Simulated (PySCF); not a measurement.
# Spinor energies of S- (sulfur, charge -1)

Start: [Ne] 3s2 3p5; 3p1/2 filled at m_j = -1/2, +1/2; 3p3/2 filled at m_j = -1/2, +1/2, +3/2. Calculated with PySCF 2.14 in x2c-TZVPall-2c with one added diffuse shell each of s, p type (6s7p2d1f, 44 functions): generalised Hartree-Fock with the X2C-1e Hamiltonian and a Gaussian nucleus; one run each with spin-orbit coupling (SO) switched off, then screened by Boettger's factors.

| spinor shell | electrons | ε, spin-free (eV) | ε, screened SO (eV) | weight of nominal j (screened SO) | rms radius, screened SO (bohr) |
| --- | --- | --- | --- | --- | --- |
| 1s1/2 | 2 | -2502.5 | -2502.5 | 1.000 | 0.112 |
| 2s1/2 | 2 | -237.45 | -237.44 | 1.000 | 0.516 |
| 2p1/2 | 2 | -172.96 | -173.96 | 0.992 | 0.489 |
| 2p3/2 | 4 | -172.96 | -172.44 | 0.996 | 0.492 |
| 3s1/2 | 2 | -15.932 | -15.925 | 0.999 | 1.92 |
| 3p1/2 | 2 | -2.974 | -2.937 | 0.654 | 2.62 |
| 3p3/2 | 3 | -2.974 | -2.997 | 0.769 | 2.59 |

```
   quantity   spin-free  screened SO
E (hartree)  -398.61268   -398.61412
        M_J         3/2          3/2
       ⟨J²⟩       3.777        3.777
       ⟨L²⟩       2.015        2.015
       ⟨S²⟩       0.763        0.762
```

Each row is a mean over spinors that exchange with the open shell spreads, by up to 2.931 eV (3s1/2).

Rows whose weight is well below 1 are mixtures of j = l ± 1/2: exchange outweighs spin-orbit coupling there, and the label is only the starting occupation.

Without spin-orbit coupling the j labels of p, d and f shells carry no meaning; the spin-free column gives the mean over the occupied spinors of each nl shell.
